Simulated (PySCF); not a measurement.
An unknown shows these calculated signals:

1H NMR (300 MHz, computed): δ 7.80 (d, 1H), 7.20 (d, 1H), 4.55 (s, 2H), 3.18 (m, 2H), 2.45 (s, 3H), 1.10 (m, 2H).

13C{1H} NMR (computed): δ 154.9 (CH2), 154.7 (C), 127.2 (C), 73.4 (CH2), 28.6 (CH3), -0.5 (CH2).

Level of theory: structure optimised with GFN2-xTB, shieldings: GIAO PBE0/pcSseg-1, in PySCF 2.14.0 with density-fitted response routines (one conformer, no relativistic terms, in vacuum, equivalent nuclei averaged).

δ = σ(ref) − σ, references computed at the same level: TMS for 1H (σref 31.72) and 13C (σref 186.93).

Task: Which of these does the molecule contain: a three-membered ring, a Si–H bond, an N-methyl group, an S-methyl group, a non-aromatic C=C double bond, a CF3 group?

Result: 
- A three-membered ring: yes.
- A Si–H bond: yes (δH 3.18 (m)).
- An N-methyl group: no.
- An S-methyl group: no.
- A non-aromatic C=C double bond: yes.
- A CF3 group: no.

The data belong to SMILES C=NC/C(C)=C1\C[SiH2]1, C$_{6}$H$_{11}$NSi; they needn't prove each group on their own.

Carbon signals by region: 3 in the sp2 and nitrile region (100–160 ppm), 1 at 50–100 ppm, 2 below 50 ppm.

Shifts are as computed. Against solution values, carbons near 30 ppm lie about +3 ppm off and those near 130 ppm about +5 ppm. Of 1309 compounds with measured shifts, 239 miss one by over three times the rms of a fit or turn the order of signals round; such compounds aren't used in these exercises. No couplings were computed; multiplicities are counted from neighbouring protons, with m where these are inequivalent, close in shift, in a saturated or five-membered ring or joined by F or P, and br s for small geminal =CH2 splittings.
